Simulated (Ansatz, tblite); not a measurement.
MS(OH)3 with several metals: vertical IE (eV) at several levels, gas phase, relaxed structures; Ansatz, xTB through tblite. Core potentials for Nb, Ta in the def2 sets, no spin–orbit coupling. Raw xTB energies of ions are shifted by several eV. Names give formal oxidation states. The structures are stationary points that may keep the symmetry of their start. Remarks come from the PBE and PBE0 runs and from stability tests at other levels; not every state was tested. HOMO above LUMO (over both spins in singlets and doublets, within one spin in higher multiplets; at PBE or PBE0), or a gap under 0.15 eV within one spin, warns that the state may not be the lowest or that an electron is smeared out.

```tsv
species	state	geometry	GFN2-xTB	PBE-D4/def2-TZVP	r2SCAN-D4/def2-TZVP	PBE0-D4/def2-TZVP
TaS(OH)3 (TaSO3H3)	singlet to doublet	PBE-D4/def2-SVP	13.79	9.52	9.57	9.60
NbS(OH)3 (NbSO3H3)	singlet to doublet	PBE0-D4/def2-SVP	14.49	9.63	9.69	9.73
```

Estimate the rows for VS(OH)3 (VSO3H3) (singlet to doublet, r2SCAN-D4/def2-SVP geometry).


```json
{"species": "VS(OH)3 (VSO3H3)", "state": "singlet to doublet", "geometry": "r2SCAN-D4/def2-SVP", "GFN2-xTB": "14.79", "PBE-D4/def2-TZVP": "10.10", "r2SCAN-D4/def2-TZVP": "10.18", "PBE0-D4/def2-TZVP": "10.23", "remarks": "restricted SCF unstable in HF, gap within one spin near zero at PBE or PBE0 (+1 doublet)"}
```

Over the 3 species that have every level, the mean is 14.36 at GFN2-xTB, 9.75 at PBE-D4/def2-TZVP, 9.81 at r2SCAN-D4/def2-TZVP, 9.85 at PBE0-D4/def2-TZVP.
